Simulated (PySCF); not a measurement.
H5Mo, SMILES [MoH5+] (connectivity only; charge and spin as stated), charge +1, multiplicity 1. Atoms are numbered in the order given.

```xyz
6

Mo     0.0000     0.0000     0.0420
H      0.9814    -0.9814    -0.8666
H     -0.9814     0.9814    -0.8666
H      0.0000     0.0000     1.7038
H     -0.9814    -0.9814    -0.8666
H      0.9814     0.9814    -0.8666
```
Charge +1, spin multiplicity 1.

Geometry: B3LYP-D3(BJ)/def2-TZVPD. A frequency run showed that this geometry is not a minimum. The multiplicity is an assumed one; other spin states were not compared. The def2 effective core potentials stand for the cores of Mo; spin–orbit coupling is left out.

Calculation: PBE/def2-TZVPD in PySCF.

Symmetry labels are those of the subgroup C2v that the program uses (full group C4v).

Problem. List the valence orbital energies around the gap with their symmetry. (An estimate is asked for; the answer gives what the named calculation found.)

Solution. 
```tsv
orbital	symmetry	energy (eV)
HOMO−7	B1	-48.90
HOMO−6	B2	-48.90
HOMO−5	A1	-48.43
HOMO−4	A1	-16.22
HOMO−3	B1	-15.20
HOMO−2	B2	-15.20
HOMO−1	A2	-15.12
HOMO	A1	-14.88
LUMO	A1	-12.45
LUMO+1	A1	-10.30
LUMO+2	B1	-9.59
LUMO+3	B2	-9.59
```
